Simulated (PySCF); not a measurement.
A GIAO shielding run with PySCF 2.14 (density fitting, non-relativistic, gas phase) on `CC(C)S[C@H]1C[SiH2]1`, C₅H₁₂SSi:

```
$ OMP_NUM_THREADS=1 python probes_run.py task.json out

{"job": {"kind": "nmr", "xc": "PBE0", "basis": "pcSseg-1"}, "charge": 0, "multiplicity": 1}
C     -1.101862     0.937224    -1.457221
C     -1.302796    -0.491905    -0.984604
C     -2.143907    -0.567303     0.278621
S      0.301417    -1.370252    -0.776292
C      1.049026    -0.537090     0.632118
C      2.568867    -0.689914     0.734880
Si     2.020250     1.082967     0.447593
H     -0.645412     1.535901    -0.670277
H     -0.458369     0.962302    -2.333468
H     -2.061927     1.381491    -1.714563
H     -1.774694    -1.079793    -1.776901
H     -1.701842     0.036203     1.068888
H     -2.222107    -1.595553     0.624629
H     -3.145411    -0.190204     0.078635
H      0.503976    -0.762571     1.541344
H      3.028634    -1.231417    -0.080120
H      2.941132    -1.025368     1.693290
H      1.960549     1.982572     1.585033
H      2.174673     1.631962    -0.883882
```

Hardware: 1 thread of an Arm Neoverse N1, shared host. The job also computes population analyses, field gradients, ring-centre shieldings.

(1) How large is the calculation?

(2) How long does it take, and how much memory does it need?

## Answers

(1) 72 electrons, 193 basis functions and 1045 auxiliary functions.

(2) 59 s of wall time, with 14 SCF cycles and 5 response iterations; peak memory 0.86 GiB. Times on a shared host scatter by some tens of per cent.
